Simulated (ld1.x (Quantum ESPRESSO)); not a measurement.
## Pseudopotential generation for zirconium: TM, PBE, scalar-relativistic.

```
Element                 : zirconium (Zr)
Generator               : ld1.x (Quantum ESPRESSO) 7.5
Type                    : norm-conserving Troullier–Martins (Kleinman–Bylander form)
Functional              : PBE
Relativity              : scalar-relativistic
Frozen core             : [Ar] 3d10
Valence charge          : 12
Reference configuration : 4s2 4p6 4d3 5s1 5p0
Partial waves           : 4s (bound): rc 1.80 bohr; 4d (bound): rc 1.85 bohr; 4p (bound): rc 0.50 bohr
Local potential         : the p channel
Core correction         : none
```

Occupied shells without a wave of their own: 5s. They enter only through the test configuration that unscreens the potential.

**Question.** Does the generator finish with these settings?

**Answer.** No. ld1.x (Quantum ESPRESSO) 7.5 stopped with "run_pseudo: Errors in PS-KS equation": the pseudo-atom solver did not find the valence states with the expected number of nodes, which is the usual sign of a ghost state. The 4p radius of 0.50 bohr lies inside the outermost node of the all-electron wave at 0.56 bohr. Before that it printed "Warning: n=2, l=1 expected 0 nodes, found 1".
